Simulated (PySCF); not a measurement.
Vertical excitations of a molecule C4H5NSi from TDDFT-LC-ωPBE/def2-SVPD (PySCF 2.14.0), as energy in eV (oscillator strength): 5.93 (0.000), 6.02 (0.000), 6.28 (0.001), 6.28 (0.002), 6.39 (0.003), 6.44 (0.001), 6.99 (0.062), 7.87 (0.002), 8.27 (0.008), 8.50 (0.030). Lowest triplet (TDA): 4.73 eV. Coordinates come from a B3LYP-D3(BJ)/def2-SVP optimisation. The values are those of a single conformer.

### Question
Which molecule gave these data?
A. C#C[C@@H]([SiH3])C#N
B. N#CC=C=C[SiH3]
C. C#CC1=NC[SiH2]1
D. C#C[SiH](N)C#C

### Answer
D, C#C[SiH](N)C#C
